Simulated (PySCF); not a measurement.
# Correlation energy of P²⁺ (phosphorus, charge +2)

[Ne] 3s1 3p1 4s1, high-spin 4P determinant (an excited configuration). All numbers are calculated (PySCF 2.14, the non-relativistic Hamiltonian (point nucleus), in aug-cc-pV(T+d)Z with one added diffuse shell each of s, p, d, f type (7s6p5d3f, 71 functions)). Frozen: [Ne]; 3 electrons correlated.

MP2 pair energies summed by pair of shells (mhartree):

```csv
pair,energy,share (%)
3p-4s,-3.97,40.6
3s-3p,-2.92,29.9
3s-4s,-2.89,29.5
```

Total MP2 correlation energy: -9.79 mhartree.

Same-spin part -9.79 and opposite-spin part 0.00 mhartree; SCS-MP2 scales them by 1/3 and 6/5 to -3.26 mhartree.
